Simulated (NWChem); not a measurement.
Species: BeSi2H6O; SMILES [SiH3][Be][O][SiH3]

```xyz
10

Be    -0.3507     0.2920     0.4304
Si    -1.5510     1.2771     1.9439
H     -1.9098     0.3481     3.0649
H     -2.8393     1.8049     1.3867
H     -0.8342     2.4423     2.5579
O      0.4360    -0.3548    -0.5556
Si     1.3570    -1.1176    -1.7006
H      0.4862    -1.9694    -2.5633
H      2.3792    -1.9777    -1.0352
H      2.0480    -0.1038    -2.5507
```
Atoms are numbered in this order, from 1.

Computed with NWChem. All runs use the structure optimised with PBE0/def2-SVP. GIAO values for the isolated, static molecule; σ is the absolute isotropic shielding, δ = σ(reference) − σ with the isolated reference molecule computed at the same levels (1H: tetramethylsilane, 17O: water, 29Si: tetramethylsilane).

Question: What does the run give for PBE0/pcSseg-1? Quantities: σ Be1 (ppm); δ Si2 (ppm); δ H3 (rotor mean) (ppm); δ O6 (ppm); δ Si7 (ppm); δ H8 (rotor mean) (ppm).

Answer: 
```yaml
"σ Be1 (ppm)": 100.4
"δ Si2 (ppm)": -144.1
"δ H3 (rotor mean) (ppm)": 2.94
"δ O6 (ppm)": 72.9
"δ Si7 (ppm)": -39.1
"δ H8 (rotor mean) (ppm)": 5.11
```
